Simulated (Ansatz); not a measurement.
Consider the formal exchange of groups at the Sn–C bond: `C[NH][SnH2][CH]=O` + `COC(O)S` → `C[NH][SnH2][O]C` + `O=CC(O)S`.

Gas-phase electronic energies from Ansatz, PBE0-D4/def2-TZVP geometries. CCSD(T)/CBS is the MP2 limit (def2-TZVPP, def2-QZVPP) plus CCSD(T) − MP2 in def2-TZVPP, frozen cores. Elements past krypton have def2 core potentials. For Sn outer-core shells are correlated without core-valence functions, which leaves a few kJ/mol of doubt a bond. One conformer a species, not always the lowest.

```tsv
species	CCSD(T)/def2-TZVPP energy (Eh)
`C[NH][SnH2][CH]=O`	-423.68363
`COC(O)S`	-627.65199
`C[NH][SnH2][O]C`	-424.92094
`O=CC(O)S`	-626.45189
```

Problem. Work out ΔE.

Solution. ΔE = (-424.92094) + (-626.45189) − (-423.68363) − (-627.65199) = -0.03721 Eh = -1.01 eV. CCSD(T)/CBS gives -1.08 eV.

Largest T1 diagnostic among the species: 0.015.
